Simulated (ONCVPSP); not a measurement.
## Transferability test, ONCV potential for silicon (Si)

silicon, optimised norm-conserving Vanderbilt (ONCV), made with ONCVPSP 4.0.1 (PBE, scalar-relativistic). Core [Ne], reference 3s2 3p2. Waves: 3s: rc 1.55 bohr, ncon 4, nbas 9, qcut 4.1 1/bohr, 2 projectors, debl 0.7 Ha; 3p: rc 2.00 bohr, ncon 4, nbas 8, qcut 3.5 1/bohr, 2 projectors, debl 2.1 Ha; d scattering state at 0.36 Ha: rc 2.05 bohr, ncon 5, nbas 8, qcut 4.8 1/bohr, 3 projectors, debl 0.5 Ha. Local part: polynomial inside 1.50 bohr (lpopt 1, dvloc0 0 Ha). Core correction: Teter function, fcfact 2.75, rcfact 1.15.

Energies are relative to the spin-unpolarised reference configuration 3s2 3p2; without spin polarisation the order of configurations can differ from experiment.

Q: Give the all-electron excitation energy and the error of the potential for: 3s2 3p1; 3s2 3p0; 3s1 3p0; 3s1 3p2.

A:

```csv
valence configuration,charge,ΔE all-electron (eV),error AE − PS (meV)
3s2 3p1,+1,7.740,-1.6
3s2 3p0,+2,23.733,-6.0
3s1 3p0,+3,57.704,+52
3s1 3p2,+1,15.171,+2.6
```

Levels in the configuration 3s1 3p2:

```
level  all-electron (eV)  pseudo (eV)
   3s            -19.767      -19.758
   3p            -12.287      -12.285
```

Note: no bound ghost flagged; GHOST(+) flagged for d at 23.7 eV.
